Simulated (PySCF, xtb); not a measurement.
Mg(Cl)(OSiH3) (ClH3MgOSi), SMILES [SiH3][O][Mg][Cl]. Other conformers were not sampled.

Harmonic wavenumbers (cm⁻¹) from GFN2-xTB (xtb) at its own minimum, in rising order: 12, 36, 98, 107, 323, 526, 554, 559, 764, 778, 810, 999, 2125, 2127, 2148.

**Question.** What does PBE0-D3(BJ)/def2-SVP run with PySCF 2.14.0 give at its own minimum? (An estimate is asked for; the answer gives what the named calculation found.)

**Answer.** 59, 59, 158, 158, 319, 640, 736, 736, 956, 956, 1003, 1095, 2202, 2202, 2213. Paired by order, the mean absolute difference is 102 cm⁻¹ and the zero-point energies are 17.1 and 19.3 kcal/mol.
